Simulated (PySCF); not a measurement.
Compound: C₇H₁₀OSi.
Numbering: `[CH2:1]=[C:2]([CH3:3])[c:4]1[cH:5][o:6][c:7]([SiH3:8])[cH:9]1`

Cartesian coordinates in Å at the GFN2-xTB level; atoms count from 1:
```
atom  x, y, z in Å
C1    -1.9638    1.6816    0.6402
C2    -1.7306    0.4156    0.3057
C3    -2.8417   -0.5874    0.1965
C4    -0.3904   -0.0808    0.0250
C5    -0.0412   -1.3603   -0.3277
O6     1.2798   -1.4698   -0.5112
C7     1.8312   -0.2506   -0.2803
Si8    3.6879   -0.1041   -0.4636
C9     0.8421    0.6312    0.0516
H10   -1.1782    2.4114    0.7218
H11   -2.9609    2.0327    0.8450
H12   -3.7987   -0.1258    0.4250
H13   -2.8819   -0.9977   -0.8116
H14   -2.6758   -1.4116    0.8890
H15   -0.6246   -2.2483   -0.4739
H16    4.3390   -1.0151    0.4806
H17    4.0436    1.2841   -0.1725
H18    4.0676   -0.4615   -1.8324
H19    0.9869    1.6656    0.2853
```

Definitions: NICS(0) = −σiso at the ring centroid; NICS(1) = −σiso and NICS(1)zz = −σzz at ±1 Å along the ring normal z. Level: GIAO PBE0/pcSseg-1 (PySCF, non-relativistic, gas phase) on the GFN2-xTB geometry, one conformer.

Ring bond lengths (Å), with Mayer bond orders in brackets: C4–C5 1.372 (1.57), C5–O6 1.338 (1.08), O6–C7 1.358 (1.01), C7–C9 1.366 (1.57), C9–C4 1.424 (1.27).

Question: What do the NICS probes read (ppm)?

Answer: 
| ring | type | NICS(0) | NICS(1), two faces | NICS(1)zz, two faces | rms pucker (Å) | centre to ring atoms, mean (Å) |
| --- | --- | --- | --- | --- | --- | --- |
| C4–C5–O6–C7–C9 | 5-membered ring with O; formal bonds all aromatic | -10.3 | -9.9 / -9.9 | -24.2 / -24.2 | 0.00 | 1.17 |

Question: What do they say, and how far can they be read as aromaticity?

Answer: 
- C4–C5–O6–C7–C9: mean NICS(1)zz -24.2 ppm, shielded. For a flat ring without four-coordinate atoms the NICS criterion counts such a value as aromatic.

Question: What does the geometric index give? HOMA = 1 − mean of α(R − Ropt)² over the ring bonds, with Krygowski's 1993 parameters (CC: Ropt 1.388 Å, α 257.7 Å⁻²; CO: Ropt 1.265 Å, α 157.38 Å⁻²).

Answer: 
- C4–C5–O6–C7–C9: HOMA 0.46; the largest term is that of O6–C7, α(R − Ropt)² = 1.36.

Question: What is the mean of the two in-plane components of NICS at the second NICS(1) probe listed for ring C4–C5–O6–C7–C9, 1 Å off the ring?

Answer: The isotropic value is a third of the trace: (3 × -9.9 − (-24.2))/2 = -2.8 ppm.

Question: Give the inner angles of the rings and the Hirshfeld charges of the ring atoms.

Answer: 
- C4–C5–O6–C7–C9: C4 104.5° (-0.038 e), C5 111.3° (+0.013 e), O6 107.7° (-0.063 e), C7 109.1° (-0.046 e), C9 107.4° (-0.082 e); sum 540.0° against 540° for a flat convex ring.

Question: What are the shieldings of the ring atoms and their hydrogens in the same run (means over atoms taken as equivalent)?

Answer: 
| atoms | environment | σ isotropic (ppm) | principal values of the symmetric part, first atom (ppm) |
| --- | --- | --- | --- |
| C4 | substituted aromatic carbon | 52.6 | -15.8, 32.3, 141.2 |
| C5 | aromatic CH next to a ring oxygen | 36.0 | -33.7, 37.3, 104.5 |
| O6 | furan-type oxygen | 20.2 | -110.1, -80.1, 250.7 |
| C7 | substituted aromatic carbon | 32.6 | -38.8, 32.5, 104.1 |
| C9 | aromatic CH carbon | 58.9 | -41.7, 66.1, 152.4 |
| H15 | aromatic hydrogen | 23.96 | 20.5, 23.7, 27.7 |
| H19 | aromatic hydrogen | 24.36 | 21.5, 23.2, 28.4 |
